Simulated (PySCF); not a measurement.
CH11NOSi3, SMILES [SiH3]N[SiH2]C[SiH2]O.

The structure is a stationary point at TPSSh-D3(BJ)/def2-SVP. This is a generated structure with no PubChem entry under its InChIKey; it may be hypothetical. One conformer was computed; it need not be the lowest.

Two levels are set side by side: PBE/def2-TZVP (PySCF) and M06-2X/def2-TZVP (PySCF). Same geometry, gas phase. Differences are taken from unrounded values.

| quantity | PBE |
|---|---|
| orbital gap (eV) | 5.42 |
| highest occupied level (eV) | -6.48 |
| lowest empty level (eV) | -1.06 |
| dipole moment (D) | 2.31 |

Problem. These are the PBE values. What does M06-2X give? (Estimate from the structure and the level; the computed values follow.)

Solution. 
```
quantity                     M06-2X  PBE minus M06-2X
---------------------------  ------  ----------------
orbital gap (eV)               9.56             -4.14
highest occupied level (eV)   -9.03              2.55
lowest empty level (eV)        0.53             -1.59
dipole moment (D)              2.42             -0.11
```

Without exact exchange PBE keeps part of each electron's self-repulsion, which lifts occupied levels and narrows the gap. Differences between two approximate levels are no errors against the true value.

Rough cost on one machine, each run with all the roots and properties that it gave: M06-2X against PBE within a factor of 2.
